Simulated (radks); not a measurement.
Problem. The cadmium ion Cd6+ is in [Kr] 4d(3/2: 4, 5/2: 2). Calculated with a radial shooting solver on a logarithmic mesh with Libxc functionals: Dirac Kohn-Sham, BLYP, spin-unpolarised, spherical densities, finite nucleus; Fermi nuclear charge, rms radius of each element as measured or else 0.836 A^(1/3) + 0.57 fm. Sub-shells are occupied by j as written (lower j first in brackets). One electron is removed from 4d3/2, 4d5/2, 4p1/2, 4p3/2 in turn, with full relaxation. Which removal costs least, and what does each cost?

Solution. 4d5/2 108.31 eV; 4d3/2 109.33 eV; 4p3/2 167.37 eV; 4p1/2 173.92 eV. The 4d5/2 electron leaves first.
